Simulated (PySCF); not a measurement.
These are PBE-D3(BJ)/def2-TZVP // PBE-D3(BJ)/def2-SVP (PySCF) values and carry that method's errors. Isolated molecules, 0 K electronic values unless said otherwise. 

Reference species: [Ti(F)4] (neutral, multiplicity 1).

The coordination number is 4. The charge on the central atom (Mulliken) comes out as 1.48 e.

Changed species: [W(=O)2(F)2] (M = W, dioxo; the reference has M = Ti).

Question: Predict the effect on the coordination number and charge on the central atom (Mulliken).

Answer: the coordination number hardly moves; the charge on the central atom (Mulliken) is nearly the same.
